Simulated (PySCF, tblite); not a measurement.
Compound: C₅H₇NO₂Si₂.
Structure used (GFN2-xTB), in Å, numbered top down from 1:
```xyz
17
C5H7NO2Si2 angstrom
N      5.344    0.669    0.711
C      4.291    0.395    0.338
C      3.041    0.076   -0.101
C      1.921   -0.199   -0.478
Si     0.211   -0.654   -1.096
C     -0.778    0.588    0.004
Si    -0.877    0.156    1.871
O     -2.157    0.738   -0.418
C     -2.611   -0.145   -1.238
O     -1.979   -1.053   -1.729
H      0.086   -2.050   -0.699
H      0.286   -0.269   -2.504
H     -0.349    1.587   -0.108
H      0.483    0.098    2.393
H     -1.566   -1.131    1.976
H     -1.678    1.191    2.524
H     -3.677    0.016   -1.456
```

Method used: PBE0/pcSseg-1 in PySCF (dipole) on a GFN2-xTB geometry, gas phase.

Take the most abundant isotopes and a rigid rotor. The values belong to one conformer with, in the numbering `[N:1]#[C:2][C:3]#[C:4][SiH2:5][C@H:6]([SiH3:7])[O:8][CH:9]=[O:10]`, C4–Si5–C6–Si7 -72°, Si5–C6–O8–C9 14°, C6–O8–C9–O10 -3°.

(1) Give the principal moments of inertia and the rotational constants in GHz.

(2) Classify the top.

(3) What does the inertial defect say?

(4) Give the other two planar moments, Paa and Pbb, and the rms extents of the mass along the axes.

(5) Which types of transition are allowed, and where do some lines up to J = 3 fall?

## Answers

(1) Ia = 274.29, Ib = 1087.99, Ic = 1285.69 u·Å²; 505379 MHz·u·Å²/I gives 1843, 464.5 and 393.1 MHz, that is A = 1.8425, B = 0.4645, C = 0.3931 GHz.

(2) A near-prolate asymmetric top: κ = (2 × 464.5 − 1843 − 393.1)/(1843 − 393.1) = -0.90.

(3) Not planar: Δ = Ic − Ia − Ib = -76.59 u·Å². For a rigid frame Δ = −2 Σ m c², so Σ m c² = 38.29 u·Å² lies off the ab plane: 9.39 from hydrogen and 28.91 from heavier atoms. The atom farthest from that plane is 1.75 Å away.

(4) Paa = Σ m a² = (Ib + Ic − Ia)/2 = 1049.69 and Pbb = Σ m b² = (Ia + Ic − Ib)/2 = 235.99 u·Å². With the mass M = 169.00 u, the rms extents √(P/M) along a, b and c are 2.49, 1.18, 0.48 Å.

(5) The dipole components are |μa| = 5.90 D, |μb| = 0.82 D, |μc| = 0.72 D. The squared components, which scale the intensities, stand as 1.00 : 0.02 : 0.01 (a : b : c). Some lines, for components of 0.1 D or more:

| type | branch | J(Ka,Kc) | MHz | lower level (cm⁻¹) |
| --- | --- | --- | --- | --- |
| a | R | 1(0,1) ← 0(0,0) | 858 | 0.000 |
| c | Q | 2(1,2) ← 2(0,2) | 1309 | 0.086 |
| b | Q | 3(1,2) ← 3(0,3) | 1640 | 0.171 |
| b | R | 1(1,1) ← 0(0,0) | 2236 | 0.000 |
| a | R | 3(2,2) ← 2(2,1) | 2573 | 0.274 |
| b | R | 2(1,2) ← 1(0,1) | 3022 | 0.029 |
| c | Q | 2(2,1) ← 2(1,1) | 4134 | 0.137 |
| c | R | 3(1,2) ← 2(0,2) | 4202 | 0.086 |
| b | Q | 2(2,1) ← 2(1,2) | 4348 | 0.129 |
| c | R | 2(2,0) ← 1(1,0) | 5923 | 0.077 |
| c | R | 3(2,1) ← 2(1,1) | 6720 | 0.137 |
| b | Q | 3(3,0) ← 3(2,1) | 7057 | 0.361 |

Its GFN2-xTB frequencies are all real (lowest 31 cm⁻¹). These are rigid-rotor constants of the computed structure; measured ground-state constants (B0) also hold zero-point vibration. A rigid rotor knows nothing of internal rotation, which can split or shift real lines. Quadrupole hyperfine structure (14N) is left out.
